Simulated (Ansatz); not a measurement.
`B[SiH2]CB[SiH3]` at its PBE0-D4/def2-TZVP geometry, where that method's forces vanish. Charge 0, multiplicity 1.

```xyz
15

B    -0.4567   -0.0969   -1.5633
Si   -0.1397   -1.3029    0.0237
C    -0.7713   -0.3127    1.5713
B     0.4659    0.5476    1.4943
Si    0.8515    1.2760   -0.3608
H    -1.6521    0.0618   -1.5609
H     0.0296   -0.5298   -2.5713
H     1.2863   -1.7014    0.2328
H    -0.9255   -2.5634   -0.0850
H    -1.6831    0.0644    1.0971
H    -0.9862   -0.8806    2.4739
H     1.3060    0.5953    2.3446
H     0.6516    2.7499   -0.4953
H     2.1822    0.9476   -0.9246
H    -0.1586    1.1451   -1.6764
```

(1) What forces (eV/Å) does ωB97M-V/def2-TZVPP give on these atoms in the Gaussian-basis code of Ansatz? (Best estimate.)

Answers

(1) Computed: 
```
B1  -0.111  0.004 -0.149
Si2 -0.023 -0.305 -0.054
C3  -0.021  0.002  0.013
B4   0.090  0.042  0.103
Si5  0.145  0.279 -0.059
H6   0.114 -0.044  0.001
H7  -0.060  0.028  0.113
H8  -0.132  0.064 -0.013
H9   0.095  0.158  0.009
H10  0.061 -0.019  0.020
H11  0.023  0.047 -0.074
H12 -0.109 -0.005 -0.112
H13  0.036 -0.169  0.030
H14 -0.163  0.018  0.061
H15  0.056 -0.100  0.110
```
